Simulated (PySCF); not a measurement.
Gas-phase reaction: CuCl + Br₂ ⇌ CuBr + BrCl

Computed with PySCF and rigid-rotor harmonic-oscillator thermochemistry at 1 bar. † marks an energy on the PBE0/def2-TZVP geometry and frequencies. MP2 and CCSD(T) freeze the core. All species are closed-shell singlets. Br, Cu: all electrons, no relativistic terms. MP2 isn't extrapolated to the basis-set limit. CCSD(T) isn't extrapolated to the basis-set limit. Warning, large T1 diagnostic: CuBr, CuCl (CCSD(T)/def2-SVP†).

r2SCAN/def2-TZVP† gives ΔH°(298 K) = 14 kJ.

### Question
What do MP2/def2-SVP†, CCSD(T)/def2-SVP†, ωB97M-V/def2-TZVP† give?

### Answer
MP2/def2-SVP†: 7 kJ; CCSD(T)/def2-SVP†: 6 kJ; ωB97M-V/def2-TZVP†: 11 kJ. For scale, ΔH°(298 K) is 14 kJ at this level, 11 kJ at ωB97M-V/def2-TZVP†, and runs from -31 to 19 kJ over the 20 levels computed.
